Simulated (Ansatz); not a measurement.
Input and output for CHBrClFO, SMILES `OC(F)(Cl)Br`.

```yaml
crystal:
  periodic: [false, false, false]
  atoms:
    - {symbol: O, position_ang: [-0.697155, -0.644229, -0.643789]}
    - {symbol: C, position_ang: [0.231457, 0.055010, 0.028473]}
    - {symbol: F, position_ang: [0.836158, -0.705183, 0.960808]}
    - {symbol: Cl, position_ang: [-0.471468, 1.451123, 0.890932]}
    - {symbol: Br, position_ang: [1.565215, 0.638049, -1.241805]}
    - {symbol: H, position_ang: [-1.422208, -0.858669, -0.040819]}
basis:
  gaussian: {orbitals: ANO-RCC-VTZP}
hamiltonian: {xc: {name: PBE0}}
output: {forces: true}
```

```sh
$ ansatz run in.yaml --threads 4 --pin off --events-out ev --progress --plain --max-ram 10444MiB
```

It prints (some lines left out):

```
Functional definition: PBE0
1555 factors; their error is unknown
mean field evaluation 1: about -89285.0640 eV, gradient 4.7e1 eV
mean field evaluation 2: about -89280.5669 eV, gradient 7.0e1 eV
mean field evaluation 4: about -89288.3284 eV, gradient 2.4e0 eV
mean field evaluation 8: about -89288.3375 eV, gradient 3.3e-2 eV
mean field evaluation 16: about -89288.5626 eV, gradient 9.1e-5 eV
mean field -89288.56257027 eV, -3281.2941524960 hartree, gradient 2.0e-5 eV, S^2 0.000000; 0 other end points of the search recorded, 0 dependent functions left out
reference -89288.56261223 eV, -3281.2941540379 hartree; 38, 38 occupied and 143, 143 virtual orbitals, 1555 factors
Total energy: -89288.56261223 eV, -3281.2941540379 hartree
Relativity: scalar
Atom 0 at    -0.697155    -0.644229    -0.643789 Å, force    -0.069669    -0.015543     0.075767 eV/Å
Atom 1 at     0.231457     0.055010     0.028473 Å, force     0.022150    -0.031258    -0.014442 eV/Å
Atom 2 at     0.836158    -0.705183     0.960808 Å, force    -0.000266     0.015407    -0.017464 eV/Å
Atom 3 at    -0.471468     1.451123     0.890932 Å, force    -0.006151     0.020647     0.010176 eV/Å
Atom 4 at     1.565215     0.638049    -1.241805 Å, force    -0.016551    -0.008431     0.018791 eV/Å
Atom 5 at    -1.422208    -0.858669    -0.040819 Å, force     0.070487     0.019178    -0.072828 eV/Å
Dipole moment:    -0.295859    -0.096365     0.067913 e Å
```

Hardware: 4 threads of an Arm Neoverse V1 on a shared host. Wall time 7 s, peak host memory 0.69 GiB.
